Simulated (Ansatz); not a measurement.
Born–Oppenheimer molecular dynamics of a periodic cell of 32 atoms, H₅C₁₀F (surface C(100)-2x1, partly H-covered, underside capped with H, adsorbate F2). It starts from a relaxed structure.

Level of theory: DFT PBE, scalar-relativistic, plane waves, PAW (Ansatz). Settings: PAW set soft_1, cutoff 420 eV, k mesh 2x2x1, fermi-dirac smearing 0.05 eV, no spin polarisation.

| Property | Result |
| --- | --- |
| ensemble | NVT, Langevin thermostat |
| time step | 0.5 fs |
| steps asked | 190 |
| set temperature | 1200 K |
| friction | 1 /fs |
| atoms held | 1 to 16 |
| seed | 522983 |

Frames 0.5 fs apart, positions in Å, forces in eV/Å.

Velocities at 40.0 fs (Å/ps):

```
H 0.00 0.00 0.00
H 0.00 0.00 0.00
H 0.00 0.00 0.00
H 0.00 0.00 0.00
H 0.00 0.00 0.00
H 0.00 0.00 0.00
H 0.00 0.00 0.00
H 0.00 0.00 0.00
C 0.00 0.00 0.00
C 0.00 0.00 0.00
C 0.00 0.00 0.00
C 0.00 0.00 0.00
C 0.00 0.00 0.00
C 0.00 0.00 0.00
C 0.00 0.00 0.00
C 0.00 0.00 0.00
C -12.69 16.39 4.84
C 9.64 13.82 3.73
C -1.36 -1.20 -4.58
C -4.49 -9.50 11.07
C -7.73 24.30 -1.52
C 2.06 -6.14 9.71
C -1.25 -0.35 13.60
C -12.10 1.58 -19.58
C -9.47 -10.10 0.70
C -5.78 -14.49 2.45
C 4.40 4.82 -2.76
C -21.99 -13.50 -5.52
H 46.95 29.31 -10.16
H -17.37 18.15 -14.48
F 3.88 -1.27 5.89
F 3.83 0.30 -8.15
```

```xyz
32
Lattice="5.0487 0.0000 0.0000 0.0000 5.0487 0.0000 0.0000 0.0000 15.8356" Properties=species:S:1:pos:R:3:forces:R:3 time_fs=40.0 energy_less_start_eV=2.135 T=1279
H 2.160 0.000 1.000 -8.98 -0.07 0.16
H 0.365 0.000 1.000 8.96 0.02 0.07
H 4.684 0.000 1.000 -9.05 0.04 0.05
H 2.889 0.000 1.000 9.05 -0.07 0.11
H 2.160 2.524 1.000 -9.03 -0.02 -0.01
H 0.365 2.524 1.000 8.99 0.11 0.09
H 4.684 2.524 1.000 -8.98 0.08 0.13
H 2.889 2.524 1.000 8.96 -0.01 0.07
C 1.262 0.000 1.635 -0.34 0.07 1.35
C 3.787 0.000 1.635 0.25 -0.13 0.79
C 1.262 2.524 1.635 0.51 -0.06 0.80
C 3.787 2.524 1.635 -0.36 0.13 0.77
C 1.262 1.262 2.527 0.80 0.90 -1.75
C 3.787 1.262 2.527 1.62 -0.39 -3.58
C 1.262 3.787 2.527 0.16 -0.44 0.01
C 3.787 3.787 2.527 0.07 0.67 -0.55
C -0.027 1.297 3.385 1.02 -2.76 -2.17
C 2.639 1.312 3.384 -4.25 -0.98 -1.14
C -0.004 3.681 3.429 -0.21 3.44 1.49
C 2.538 3.864 3.469 0.31 -1.57 0.40
C 0.065 0.042 4.330 -2.31 0.83 -0.92
C 2.557 0.119 4.367 0.30 0.34 -2.01
C -0.126 2.421 4.306 5.91 1.33 -0.27
C 2.615 2.513 4.260 -2.97 -0.31 2.78
C 1.253 0.513 5.097 1.66 -0.76 1.03
C 3.837 0.454 5.112 -1.06 0.66 0.86
C 1.276 2.113 5.041 -0.78 0.87 2.01
C 3.805 2.161 5.189 0.26 0.18 1.46
H 1.268 2.553 6.093 0.06 -0.50 -1.07
H 4.078 2.670 6.274 -1.54 -1.35 -2.39
F 1.183 5.000 6.407 0.24 0.59 -0.39
F 3.685 5.025 6.361 0.71 -0.80 1.81
32
Lattice="5.0487 0.0000 0.0000 0.0000 5.0487 0.0000 0.0000 0.0000 15.8356" Properties=species:S:1:pos:R:3:forces:R:3 time_fs=40.5 energy_less_start_eV=2.187 T=1448
H 2.160 0.000 1.000 -8.98 -0.06 0.16
H 0.365 0.000 1.000 8.97 0.01 0.07
H 4.684 0.000 1.000 -9.04 0.04 0.06
H 2.889 0.000 1.000 9.05 -0.07 0.11
H 2.160 2.524 1.000 -9.03 -0.02 -0.01
H 0.365 2.524 1.000 8.99 0.12 0.09
H 4.684 2.524 1.000 -8.98 0.08 0.12
H 2.889 2.524 1.000 8.96 -0.01 0.07
C 1.262 0.000 1.635 -0.33 0.07 1.37
C 3.787 0.000 1.635 0.23 -0.13 0.83
C 1.262 2.524 1.635 0.51 -0.07 0.80
C 3.787 2.524 1.635 -0.35 0.13 0.76
C 1.262 1.262 2.527 0.82 0.91 -1.74
C 3.787 1.262 2.527 1.70 -0.34 -3.59
C 1.262 3.787 2.527 0.09 -0.42 0.02
C 3.787 3.787 2.527 -0.01 0.64 -0.54
C -0.029 1.300 3.387 1.17 -2.92 -2.35
C 2.644 1.317 3.386 -4.53 -1.32 -1.33
C -0.007 3.683 3.426 -0.12 3.30 1.62
C 2.534 3.858 3.474 0.43 -1.25 0.15
C 0.063 0.051 4.328 -2.32 0.49 -0.93
C 2.561 0.120 4.374 0.02 0.23 -2.27
C -0.125 2.414 4.309 5.71 1.80 -0.24
C 2.610 2.514 4.248 -2.81 -0.38 3.20
C 1.249 0.509 5.097 1.91 -0.56 1.15
C 3.836 0.452 5.110 -1.07 0.83 0.94
C 1.277 2.115 5.042 -0.80 0.77 1.78
C 3.795 2.159 5.186 0.51 0.33 1.37
H 1.299 2.565 6.081 -0.08 -0.49 -0.89
H 4.069 2.683 6.260 -1.55 -1.41 -2.29
F 1.184 4.998 6.409 0.19 0.58 -0.43
F 3.686 5.026 6.358 0.73 -0.87 1.96
32
Lattice="5.0487 0.0000 0.0000 0.0000 5.0487 0.0000 0.0000 0.0000 15.8356" Properties=species:S:1:pos:R:3:forces:R:3 time_fs=41.0 energy_less_start_eV=2.257 T=1062
H 2.160 0.000 1.000 -8.99 -0.05 0.15
H 0.365 0.000 1.000 8.97 0.01 0.07
H 4.684 0.000 1.000 -9.04 0.04 0.06
H 2.889 0.000 1.000 9.04 -0.06 0.11
H 2.160 2.524 1.000 -9.03 -0.02 -0.01
H 0.365 2.524 1.000 8.99 0.12 0.09
H 4.684 2.524 1.000 -8.97 0.08 0.12
H 2.889 2.524 1.000 8.96 -0.01 0.07
C 1.262 0.000 1.635 -0.29 0.08 1.36
C 3.787 0.000 1.635 0.17 -0.13 0.83
C 1.262 2.524 1.635 0.49 -0.08 0.82
C 3.787 2.524 1.635 -0.32 0.13 0.76
C 1.262 1.262 2.527 0.91 0.87 -1.76
C 3.787 1.262 2.527 1.90 -0.36 -3.63
C 1.262 3.787 2.527 0.04 -0.35 0.02
C 3.787 3.787 2.527 -0.08 0.67 -0.55
C -0.025 1.296 3.389 1.07 -2.78 -2.51
C 2.651 1.321 3.386 -4.81 -1.55 -1.44
C -0.010 3.691 3.422 0.03 2.90 1.81
C 2.533 3.854 3.477 0.49 -0.99 -0.01
C 0.064 0.053 4.327 -2.38 0.37 -0.99
C 2.565 0.123 4.378 -0.15 0.07 -2.50
C -0.125 2.405 4.311 5.57 2.31 -0.22
C 2.605 2.515 4.238 -2.67 -0.43 3.54
C 1.246 0.507 5.096 2.15 -0.44 1.32
C 3.838 0.457 5.106 -1.18 0.72 1.26
C 1.278 2.114 5.043 -0.78 0.84 1.79
C 3.786 2.158 5.185 0.78 0.46 1.19
H 1.334 2.577 6.082 -0.26 -0.61 -1.01
H 4.061 2.698 6.248 -1.55 -1.48 -2.21
F 1.184 4.997 6.408 0.17 0.56 -0.44
F 3.689 5.029 6.357 0.76 -0.85 1.90
32
Lattice="5.0487 0.0000 0.0000 0.0000 5.0487 0.0000 0.0000 0.0000 15.8356" Properties=species:S:1:pos:R:3:forces:R:3 time_fs=41.5 energy_less_start_eV=2.274 T=1055
H 2.160 0.000 1.000 -8.99 -0.05 0.15
H 0.365 0.000 1.000 8.97 0.01 0.07
H 4.684 0.000 1.000 -9.04 0.04 0.07
H 2.889 0.000 1.000 9.04 -0.06 0.10
H 2.160 2.524 1.000 -9.04 -0.02 0.00
H 0.365 2.524 1.000 8.99 0.12 0.08
H 4.684 2.524 1.000 -8.97 0.09 0.12
H 2.889 2.524 1.000 8.96 -0.02 0.08
C 1.262 0.000 1.635 -0.25 0.08 1.32
C 3.787 0.000 1.635 0.13 -0.12 0.79
C 1.262 2.524 1.635 0.44 -0.07 0.84
C 3.787 2.524 1.635 -0.26 0.13 0.78
C 1.262 1.262 2.527 0.96 0.85 -1.82
C 3.787 1.262 2.527 2.03 -0.40 -3.70
C 1.262 3.787 2.527 0.03 -0.26 0.00
C 3.787 3.787 2.527 -0.10 0.75 -0.57
C -0.022 1.287 3.389 1.00 -2.41 -2.46
C 2.652 1.325 3.381 -4.94 -1.67 -1.24
C -0.012 3.701 3.419 0.12 2.39 2.00
C 2.533 3.857 3.478 0.48 -1.00 -0.03
C 0.068 0.051 4.327 -2.56 0.38 -1.03
C 2.566 0.126 4.378 -0.11 0.04 -2.55
C -0.123 2.397 4.314 5.41 2.57 -0.31
C 2.603 2.518 4.236 -2.60 -0.51 3.53
C 1.246 0.504 5.094 2.29 -0.38 1.40
C 3.839 0.466 5.105 -1.27 0.52 1.36
C 1.279 2.113 5.042 -0.79 0.95 2.05
C 3.779 2.153 5.188 1.11 0.62 0.98
H 1.356 2.579 6.093 -0.38 -0.73 -1.28
H 4.062 2.706 6.241 -1.59 -1.54 -2.15
F 1.184 4.994 6.407 0.18 0.56 -0.46
F 3.689 5.036 6.357 0.76 -0.86 1.87
32
Lattice="5.0487 0.0000 0.0000 0.0000 5.0487 0.0000 0.0000 0.0000 15.8356" Properties=species:S:1:pos:R:3:forces:R:3 time_fs=42.0 energy_less_start_eV=2.201 T=1046
H 2.160 0.000 1.000 -8.99 -0.05 0.14
H 0.365 0.000 1.000 8.97 0.01 0.07
H 4.684 0.000 1.000 -9.04 0.04 0.07
H 2.889 0.000 1.000 9.04 -0.06 0.09
H 2.160 2.524 1.000 -9.04 -0.02 0.00
H 0.365 2.524 1.000 8.99 0.13 0.08
H 4.684 2.524 1.000 -8.97 0.09 0.11
H 2.889 2.524 1.000 8.96 -0.02 0.09
C 1.262 0.000 1.635 -0.22 0.07 1.28
C 3.787 0.000 1.635 0.10 -0.13 0.76
C 1.262 2.524 1.635 0.40 -0.06 0.83
C 3.787 2.524 1.635 -0.21 0.14 0.77
C 1.262 1.262 2.527 0.97 0.87 -1.93
C 3.787 1.262 2.527 2.06 -0.41 -3.82
C 1.262 3.787 2.527 0.04 -0.22 -0.02
C 3.787 3.787 2.527 -0.10 0.80 -0.57
C -0.021 1.281 3.386 1.00 -2.15 -2.26
C 2.648 1.330 3.372 -4.89 -1.61 -0.79
C -0.012 3.707 3.418 0.16 2.10 2.08
C 2.533 3.860 3.478 0.50 -1.02 -0.01
C 0.073 0.049 4.325 -2.89 0.44 -1.00
C 2.565 0.132 4.373 -0.11 -0.01 -2.46
C -0.121 2.393 4.314 5.27 2.67 -0.35
C 2.604 2.524 4.239 -2.68 -0.73 3.29
C 1.246 0.501 5.092 2.43 -0.30 1.40
C 3.835 0.473 5.107 -1.12 0.45 1.13
C 1.280 2.114 5.043 -0.81 0.86 2.10
C 3.774 2.151 5.189 1.31 0.67 0.65
H 1.365 2.566 6.102 -0.44 -0.68 -1.35
H 4.062 2.710 6.220 -1.58 -1.49 -1.88
F 1.185 4.988 6.406 0.18 0.58 -0.51
F 3.688 5.042 6.355 0.73 -0.92 2.00
32
Lattice="5.0487 0.0000 0.0000 0.0000 5.0487 0.0000 0.0000 0.0000 15.8356" Properties=species:S:1:pos:R:3:forces:R:3 time_fs=42.5 energy_less_start_eV=2.093 T=1268
H 2.160 0.000 1.000 -8.99 -0.05 0.14
H 0.365 0.000 1.000 8.97 0.01 0.07
H 4.684 0.000 1.000 -9.04 0.04 0.07
H 2.889 0.000 1.000 9.04 -0.06 0.09
H 2.160 2.524 1.000 -9.04 -0.03 0.00
H 0.365 2.524 1.000 8.99 0.14 0.08
H 4.684 2.524 1.000 -8.97 0.10 0.11
H 2.889 2.524 1.000 8.96 -0.02 0.09
C 1.262 0.000 1.635 -0.21 0.06 1.26
C 3.787 0.000 1.635 0.10 -0.14 0.74
C 1.262 2.524 1.635 0.39 -0.05 0.81
C 3.787 2.524 1.635 -0.20 0.15 0.76
C 1.262 1.262 2.527 0.99 0.90 -2.05
C 3.787 1.262 2.527 2.17 -0.39 -3.96
C 1.262 3.787 2.527 0.09 -0.19 -0.01
C 3.787 3.787 2.527 -0.07 0.84 -0.55
C -0.019 1.280 3.383 1.00 -2.17 -2.10
C 2.647 1.333 3.362 -5.00 -1.46 -0.27
C -0.011 3.708 3.418 0.18 2.05 2.07
C 2.536 3.866 3.482 0.40 -1.11 -0.13
C 0.078 0.047 4.327 -3.19 0.56 -1.09
C 2.564 0.139 4.363 -0.06 -0.12 -2.19
C -0.119 2.394 4.309 5.18 2.62 -0.11
C 2.606 2.529 4.246 -2.72 -0.88 3.02
C 1.245 0.499 5.093 2.50 -0.19 1.30
C 3.829 0.477 5.109 -0.88 0.51 0.83
C 1.281 2.117 5.050 -0.82 0.70 1.94
C 3.775 2.152 5.188 1.31 0.54 0.19
H 1.368 2.551 6.115 -0.46 -0.60 -1.39
H 4.056 2.706 6.191 -1.48 -1.32 -1.43
F 1.185 4.982 6.402 0.22 0.56 -0.46
F 3.687 5.046 6.351 0.65 -1.00 2.15
32
Lattice="5.0487 0.0000 0.0000 0.0000 5.0487 0.0000 0.0000 0.0000 15.8356" Properties=species:S:1:pos:R:3:forces:R:3 time_fs=43.0 energy_less_start_eV=2.022 T=826
H 2.160 0.000 1.000 -8.99 -0.05 0.14
H 0.365 0.000 1.000 8.97 0.01 0.07
H 4.684 0.000 1.000 -9.04 0.04 0.07
H 2.889 0.000 1.000 9.04 -0.06 0.09
H 2.160 2.524 1.000 -9.05 -0.03 0.00
H 0.365 2.524 1.000 8.99 0.14 0.08
H 4.684 2.524 1.000 -8.97 0.10 0.11
H 2.889 2.524 1.000 8.96 -0.02 0.09
C 1.262 0.000 1.635 -0.20 0.05 1.25
C 3.787 0.000 1.635 0.09 -0.15 0.73
C 1.262 2.524 1.635 0.38 -0.04 0.79
C 3.787 2.524 1.635 -0.18 0.16 0.76
C 1.262 1.262 2.527 1.06 0.92 -2.14
C 3.787 1.262 2.527 2.41 -0.39 -4.07
C 1.262 3.787 2.527 0.14 -0.16 -0.02
C 3.787 3.787 2.527 -0.05 0.88 -0.53
C -0.014 1.281 3.384 0.85 -2.29 -2.13
C 2.649 1.336 3.355 -5.25 -1.42 0.14
C -0.009 3.709 3.415 0.21 2.00 2.12
C 2.539 3.868 3.486 0.27 -1.18 -0.26
C 0.082 0.045 4.332 -3.43 0.64 -1.29
C 2.559 0.145 4.357 0.12 -0.24 -1.95
C -0.115 2.395 4.300 5.03 2.62 0.34
C 2.606 2.528 4.248 -2.65 -0.80 3.02
C 1.244 0.499 5.097 2.53 -0.11 1.19
C 3.825 0.476 5.109 -0.71 0.64 0.66
C 1.281 2.119 5.060 -0.81 0.62 1.54
C 3.777 2.154 5.189 1.21 0.28 -0.45
H 1.360 2.551 6.121 -0.42 -0.55 -1.30
H 4.049 2.696 6.170 -1.34 -1.07 -0.97
F 1.182 4.979 6.399 0.28 0.52 -0.32
F 3.688 5.049 6.350 0.56 -1.05 2.22
```

Of the whole run (95 fs, mean temperature of the second half 1170 K): A run of 0.095 ps of so small a system gives no equilibrium averages. The friction is so strong that the motion is overdamped, so the time scale means little. Limits of this set-up: coarse k mesh, thin slab, slab without dipole correction, no dispersion correction for a molecule that may bind weakly.

Time of the run: 13 min on 1 thread of Arm Neoverse V2, with other jobs on the host, peak memory 0.64 GiB.
